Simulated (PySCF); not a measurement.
A GIAO shielding run with PySCF 2.14.0 with density-fitted response routines (density fitting, non-relativistic, gas phase) on `CCC[Si@H](Cl)S[SiH2]C`, C$_{4}$H$_{13}$ClSSi$_{2}$:

```
$ OMP_NUM_THREADS=1 python probes_run.py task.json out

{"job": {"kind": "nmr", "xc": "PBE0", "basis": "pcSseg-1"}, "charge": 0, "multiplicity": 1}
C     -4.176717     0.388218    -0.164584
C     -2.913825    -0.408683     0.137313
C     -1.662196     0.323470    -0.340339
Si    -0.058943    -0.603642     0.052157
Cl     0.075523    -0.973583     2.036950
S      1.534258     0.667288    -0.613892
Si     3.330878    -0.370358    -0.006984
C      4.747032     0.697822    -0.653534
H     -4.276757     0.550517    -1.235612
H     -5.058740    -0.141539     0.187148
H     -4.139552     1.357568     0.327624
H     -2.845951    -0.585089     1.212620
H     -2.972640    -1.383440    -0.351442
H     -1.631018     1.314968     0.118228
H     -1.730702     0.488609    -1.416725
H      0.057520    -1.889881    -0.626105
H      3.281842    -1.694465    -0.624727
H      3.317980    -0.481209     1.447888
H      5.707911     0.246951    -0.426510
H      4.680728     0.826067    -1.730314
H      4.724450     1.687354    -0.205251
```

Hardware: 1 thread of an Arm Neoverse V2, shared host. The job also computes population analyses, field gradients.

(1) How large is the calculation?

(2) How long does it take, and how much memory does it need?

Results:

(1) 98 electrons, 229 basis functions and 1282 auxiliary functions.

(2) 50 s of wall time, with 12 SCF cycles and 4 response iterations; peak memory 1.1 GiB. Times on a shared host scatter by some tens of per cent.
